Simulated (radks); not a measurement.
Values are calculated unless marked as measured or tabulated.
All-electron atom: Hg9+ in [Xe] 4f14 5d3 (the NIST ground configuration).

Code: a radial shooting solver on a logarithmic mesh with Libxc functionals. Model: scalar-relativistic Kohn-Sham, exchange-only LDA, spin-polarised, spherical densities, point nucleus; open shells are filled with parallel spins first (spin-orbit coupling, left out, can overturn this in heavy ions).

Energy parts (Ry):
total: -39163.6067
kinetic: 43985.3043
electron-nucleus: -96837.7496
Hartree: 14381.3350
exchange: -692.4964

Orbitals (lengths in bohr, moments of r in powers of bohr; r(max) is where P^2 peaks; r(90%) holds 90 % of the orbital's charge):
1s up: occ. 1; eigenvalue (Ry) -6120.353; <r^2> 0.0003810; r(90%) 0.0304; r(max) 0.01023; <1/r> 97.59
1s down: occ. 1; eigenvalue (Ry) -6120.352; <r^2> 0.0003810; r(90%) 0.0304; r(max) 0.01023; <1/r> 97.59
2s up: occ. 1; eigenvalue (Ry) -1093.954; <r^2> 0.005799; r(90%) 0.109; r(max) 0.05917; <1/r> 22.89
2s down: occ. 1; eigenvalue (Ry) -1093.927; <r^2> 0.005799; r(90%) 0.109; r(max) 0.05917; <1/r> 22.89
2p up: occ. 3; eigenvalue (Ry) -945.1013; <r^2> 0.004900; r(90%) 0.103; r(max) 0.04907; <1/r> 20.28
2p down: occ. 3; eigenvalue (Ry) -945.0783; <r^2> 0.004900; r(90%) 0.103; r(max) 0.04907; <1/r> 20.28
3s up: occ. 1; eigenvalue (Ry) -267.9357; <r^2> 0.03738; r(90%) 0.265; r(max) 0.1668; <1/r> 8.483
3s down: occ. 1; eigenvalue (Ry) -267.9215; <r^2> 0.03738; r(90%) 0.265; r(max) 0.1668; <1/r> 8.483
3p up: occ. 3; eigenvalue (Ry) -224.9431; <r^2> 0.03851; r(90%) 0.272; r(max) 0.1664; <1/r> 7.718
3p down: occ. 3; eigenvalue (Ry) -224.9280; <r^2> 0.03851; r(90%) 0.272; r(max) 0.1664; <1/r> 7.718
3d up: occ. 5; eigenvalue (Ry) -179.6923; <r^2> 0.03188; r(90%) 0.256; r(max) 0.1354; <1/r> 7.259
3d down: occ. 5; eigenvalue (Ry) -179.6711; <r^2> 0.03188; r(90%) 0.256; r(max) 0.1354; <1/r> 7.259
4s up: occ. 1; eigenvalue (Ry) -67.36996; <r^2> 0.1799; r(90%) 0.572; r(max) 0.3757; <1/r> 3.646
4s down: occ. 1; eigenvalue (Ry) -67.34079; <r^2> 0.1799; r(90%) 0.572; r(max) 0.3757; <1/r> 3.646
4p up: occ. 3; eigenvalue (Ry) -53.26422; <r^2> 0.2057; r(90%) 0.617; r(max) 0.3958; <1/r> 3.287
4p down: occ. 3; eigenvalue (Ry) -53.23435; <r^2> 0.2056; r(90%) 0.617; r(max) 0.3958; <1/r> 3.287
4d up: occ. 5; eigenvalue (Ry) -36.54088; <r^2> 0.2323; r(90%) 0.669; r(max) 0.4025; <1/r> 2.950
4d down: occ. 5; eigenvalue (Ry) -36.50494; <r^2> 0.2320; r(90%) 0.668; r(max) 0.4026; <1/r> 2.952
5s up: occ. 1; eigenvalue (Ry) -19.31786; <r^2> 0.8615; r(90%) 1.24; r(max) 0.8200; <1/r> 1.548
5s down: occ. 1; eigenvalue (Ry) -19.11884; <r^2> 0.8543; r(90%) 1.24; r(max) 0.8172; <1/r> 1.557
4f up: occ. 7; eigenvalue (Ry) -17.96937; <r^2> 0.2753; r(90%) 0.764; r(max) 0.3653; <1/r> 2.546
4f down: occ. 7; eigenvalue (Ry) -17.92096; <r^2> 0.2730; r(90%) 0.760; r(max) 0.3651; <1/r> 2.551
5p up: occ. 3; eigenvalue (Ry) -15.30001; <r^2> 1.084; r(90%) 1.40; r(max) 0.9097; <1/r> 1.353
5p down: occ. 3; eigenvalue (Ry) -15.06405; <r^2> 1.075; r(90%) 1.40; r(max) 0.9058; <1/r> 1.361
5d up: occ. 3; eigenvalue (Ry) -10.49847; <r^2> 1.563; r(90%) 1.70; r(max) 1.067; <1/r> 1.103
5d down: occ. 0; eigenvalue (Ry) -10.22828; <r^2> 1.558; r(90%) 1.70; r(max) 1.061; <1/r> 1.108

The highest occupied level is 5d up at -142.84 eV. Spin moment in Bohr magnetons: 3.
